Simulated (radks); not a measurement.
Charge is removed step by step from the 3d down level of Sr2+, starting from [Ar] 3d(up 5, down 5) 4s2 4p6. Method: non-relativistic Kohn-Sham, PBE, spin-polarised, spherical densities, point nucleus; relativity is left out, which matters for an element this heavy; computed with a radial shooting solver on a logarithmic mesh with Libxc functionals.

| removed (e) | E - E(0) (eV) | eigenvalue (eV) | E minus straight line (eV) |
|---|---|---|---|
| 0 | 0.000 | -144.63 | 0.000 |
| 0.1 | 14.614 | -147.65 | -1.394 |
| 0.2 | 29.532 | -150.70 | -2.484 |
| 0.3 | 44.755 | -153.77 | -3.268 |
| 0.4 | 60.286 | -156.86 | -3.744 |
| 0.5 | 76.128 | -159.98 | -3.909 |
| 0.6 | 92.283 | -163.12 | -3.762 |
| 0.7 | 108.75 | -166.28 | -3.300 |
| 0.8 | 125.54 | -169.47 | -2.520 |
| 0.9 | 142.65 | -172.67 | -1.421 |
| 1 | 160.08 | -175.90 | 0.000 |

Removing the whole electron costs 160.08 eV by Delta-SCF, against 144.63 eV from minus the eigenvalue at the starting occupation. Slater's transition state (half an electron removed) gives 159.98 eV. Integrating minus the eigenvalue over the occupation (Janak's theorem) gives 160.08 eV. The mean slope of the eigenvalue, de/dn, is 31.3 eV per electron.
